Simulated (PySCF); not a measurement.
Compound: C6H9ClOSi2.
Geometry (GFN2-xTB, Å), atoms numbered from 1 in this order:
```xyz
19
C6H9ClOSi2 angstrom
Si     3.108   -0.200   -0.089
O      1.711    0.392    0.482
C      0.408    0.038    0.379
C      0.002   -1.093    1.004
C     -1.320   -1.642    1.068
C     -2.403   -1.144    0.449
Si    -2.275    0.384   -0.605
C     -0.470    0.918   -0.366
C     -0.118    2.088   -0.909
Cl     1.409    2.872   -0.860
H      4.043    0.558    0.726
H      3.213    0.067   -1.525
H      3.197   -1.647    0.117
H      0.773   -1.641    1.528
H     -1.409   -2.539    1.671
H     -3.348   -1.654    0.568
H     -2.523    0.112   -2.030
H     -3.164    1.465   -0.160
H     -0.845    2.674   -1.453
```

NICS = −σ at a ghost point: NICS(0) at the centroid of the ring atoms, NICS(1) 1 Å to either side along the normal of their mean plane, zz for the tensor component along that normal. Level: GIAO PBE0/pcSseg-1 (PySCF, non-relativistic, gas phase) on the GFN2-xTB geometry, one conformer.

Ring bond lengths (Å), with Mayer bond orders in brackets: C3–C4 1.355 (1.68), C4–C5 1.432 (1.17), C5–C6 1.343 (1.82), C6–Si7 1.861 (0.93), Si7–C8 1.897 (0.80), C8–C3 1.449 (1.09).

Task: Give the NICS values of each ring in ppm.

Result: 
```json
{"ring": "C3–C4–C5–C6–Si7–C8", "type": "6-membered ring with Si; formal bonds 2 double, 4 single", "NICS(0)": "2.7", "NICS(1), two faces": "0.2 / 0.2", "NICS(1)zz, two faces": "6.9 / 6.6", "rms pucker (Å)": "0.03", "centre to ring atoms, mean (Å)": "1.55"}
```

Task: What can be read from them?

Result: 
- C3–C4–C5–C6–Si7–C8: mean NICS(1)zz 6.7 ppm, deshielded. Si7 has four or more neighbours, so the value isn't read as a sign of a π ring current.

Task: What are the shieldings of the ring atoms and their hydrogens in the same run (means over atoms taken as equivalent)?

Result: 
```json
{"atoms": "C3", "environment": "vinylic carbon bearing oxygen", "σ isotropic (ppm)": "26.3", "principal values of the symmetric part, first atom (ppm)": "-73.1, 52.8, 99.2"}
{"atoms": "C4", "environment": "alkene CH carbon", "σ isotropic (ppm)": "67.1", "principal values of the symmetric part, first atom (ppm)": "-20.3, 75.3, 146.3"}
{"atoms": "C5", "environment": "alkene CH carbon", "σ isotropic (ppm)": "35.5", "principal values of the symmetric part, first atom (ppm)": "-89.6, 37.1, 159.1"}
{"atoms": "C6", "environment": "alkene CH carbon", "σ isotropic (ppm)": "68.8", "principal values of the symmetric part, first atom (ppm)": "-37.9, 65.1, 179.2"}
{"atoms": "Si7", "environment": "SiH2 silicon", "σ isotropic (ppm)": "408.6", "principal values of the symmetric part, first atom (ppm)": "381.4, 392.2, 452.1"}
{"atoms": "C8", "environment": "fully substituted alkene carbon", "σ isotropic (ppm)": "55.4", "principal values of the symmetric part, first atom (ppm)": "-49.4, 48.8, 166.8"}
{"atoms": "H14", "environment": "vinylic hydrogen", "σ isotropic (ppm)": "26.23", "principal values of the symmetric part, first atom (ppm)": "23.7, 24.5, 30.5"}
{"atoms": "H15", "environment": "vinylic hydrogen", "σ isotropic (ppm)": "24.78", "principal values of the symmetric part, first atom (ppm)": "23.0, 23.7, 27.6"}
{"atoms": "H16", "environment": "vinylic hydrogen", "σ isotropic (ppm)": "26.10", "principal values of the symmetric part, first atom (ppm)": "25.0, 25.6, 27.7"}
{"atoms": "H17 (×2)", "environment": "Si–H hydrogen", "σ isotropic (ppm)": "26.63", "principal values of the symmetric part, first atom (ppm)": "23.1, 25.3, 31.4"}
```

Hardware: an Arm Neoverse V1 with one thread, shared host. Cost: 74 s, 1.0 GiB resident at most. This is the whole shielding run at PBE0/pcSseg-1, SCF included.
